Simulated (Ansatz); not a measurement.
Consider the ligand exchange at the In–S bond: `[NH2][In]([SH])[O][SiH3]` + HCl → `[NH2][In]([Cl])[O][SiH3]` + H₂S.

Isolated molecules relaxed with PBE0-D4/def2-TZVP in Ansatz; ΔE leaves out vibrations. CCSD(T)/CBS adds triple-zeta CCSD(T) − MP2 to the extrapolated MP2 energy (def2 sets, frozen cores). This one scheme is used for every species. DFT in def2-TZVPP. def2 core potentials past Kr. For In outer-core shells are correlated without core-valence functions, which leaves a few kJ/mol of doubt a bond. Each species was taken in one conformer, which may not be the lowest.

CCSD(T)/CBS gives -23.1 kJ/mol.

Another level gave -24.1 kJ/mol. Which?
A. CAM-B3LYP/def2-TZVPP
B. HF/def2-TZVPP
C. LDA (SPW92)/def2-TZVPP
D. PBE-QIDH/def2-TZVPP

D. PBE-QIDH -24.1, CAM-B3LYP -28.9, HF/def2-TZVPP -40.5, LDA (SPW92) -15.5 kJ/mol.

Largest T1 diagnostic among the species: 0.015.

At CCSD(T), def2-SVP lies −6.9 kJ/mol from the extrapolated value and def2-TZVPP +0.1 kJ/mol. From BLYP to BHLYP (50 % exact exchange), in def2-TZVPP and without D4, ΔE moves by −4.5 kJ/mol.
